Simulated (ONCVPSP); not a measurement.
## Which change was made? (Br, ONCV)

ONCVPSP 4.0.1 input, shortened (lines: element, Z, core and valence counts, functional; n l f; lmax; l rc ep ncon nbas qcut; lloc lpopt rc5 dvloc0; l nproj debl; icmod fcfact rcfact), PBE, fully relativistic:

```
  Br 35.00    3    5        4      upf
    1    0    2.00
    2    0    2.00
    2    1    6.00
    3    0    2.00
    3    1    6.00
    3    2   10.00
    4    0    2.00
    4    1    5.00
    2
    0    0.90    0.00    4    9   16.70
    1    1.10    0.00    5    9   12.50
    2    0.60    0.00    4    9   21.10
    4    5    0.55    3.00
    0    2    1.30
    1    2    2.50
    2    1    2.40
    0    0.00    0.00
```

Open shells are filled in proportion to 2j + 1.

Cutoffs, loose and tight: the cutoffs (Ha) at which the residual kinetic energy of the hardest occupied pseudo-wave falls to 1 and 0.1 mHa per electron. They do not see the model core or the augmentation charge, which bear on the density cutoff. Test errors are all-electron minus pseudo excitation energies from the reference, over the configurations 3s2 3p6 3d10 4s2 4p4; 3s2 3p6 3d10 4s2 4p3; 3s2 3p6 3d10 4s2 4p2; 3s2 3p6 3d9 4s2 4p6; variants that change the core or the reference have their own tests.

The base gives: outcome: generated; cutoff, loose: 216 Ha; cutoff, tight: 739 Ha; bound ghosts: none; GHOST(+) flags above zero: p3/2; largest test error (meV): +26.

(1) After one change the result is: outcome: generated; cutoff, loose: 216 Ha; cutoff, tight: 739 Ha; bound ghosts: none; GHOST(+) flags above zero: none; largest test error (meV): +21. Which change was it?
A. p: qcut 16.7
B. p: qcut 10
C. p: qcut 7.4
D. p: qcut 11.5

Results:

(1) D. The others give: p: qcut 10 → outcome: generated; cutoff, loose: 216 Ha; cutoff, tight: 739 Ha; bound ghosts: none; GHOST(+) flags above zero: none; largest test error (meV): +7.8 | p: qcut 7.4 → outcome: generated; cutoff, loose: 219 Ha; cutoff, tight: 739 Ha; bound ghosts: none; GHOST(+) flags above zero: p3/2, p1/2; largest test error (meV): -28 | p: qcut 16.7 → outcome: generated; cutoff, loose: 216 Ha; cutoff, tight: 739 Ha; bound ghosts: none; GHOST(+) flags above zero: none; largest test error (meV): +34.
